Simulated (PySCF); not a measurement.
# Excitation energy of Cl⁺ by level of theory

Cl⁺ [Ne] 3s2 3p4 (3P) → Cl⁺ [Ne] 3s2 3p3 4s1, s spin flipped, as a difference of total energies. All numbers are calculated (PySCF 2.14, the non-relativistic Hamiltonian (point nucleus), in aug-cc-pwCVTZ (8s7p5d3f, 75 functions)). Correlated levels: valence: [Ne] frozen. The calculations carry no spin-orbit coupling.

| method | excitation energy (eV) |
| --- | --- |
| UHF | 13.199 |
| MP2 (valence) | 13.583 |
| SCS-MP2 (valence) | 13.667 |

Task: How much does correlation contribute at MP2 (valence)?

Result: 13.583 − (13.199) = 0.384 eV, measured against UHF.

The upper determinant mixes two multiplicities, so it lies between the two terms.

The promoted electron is Rydberg-like, and one or two diffuse shells describe it only roughly, which tends to raise the upper state.
